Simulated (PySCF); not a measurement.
Computed shifts of a molecule C₄H₄F₂, PBE/pcSseg-1 (PySCF), GIAO, gas phase, atoms alike by connectivity averaged where their shifts nearly agree, in ppm (number of nuclei): ¹³C: 156.9 (1), 146.7 (1), 132.0 (1), 119.7 (1). ¹⁹F: -172.3 (1), -178.0 (1). ¹H: 6.80 (1), 6.11 (1), 6.04 (1), 5.60 (1). References: ¹³C against TMS (σ = 182.0 ppm); ¹⁹F against CFCl3 (σ = 133.6 ppm); ¹H against TMS (σ = 31.49 ppm), references at their B3LYP-D3(BJ)/def2-TZVP geometries, non-relativistic. Geometry: PBE0-D3(BJ)/def2-SVP. Other conformers were not sampled.

**Question.** Which molecule gave these data?
A) C#CC(C)(F)F
B) C=C/C(F)=C/F
C) C=C=CC(F)F
D) CC#CC(F)F

**Answer.** B, C=C/C(F)=C/F
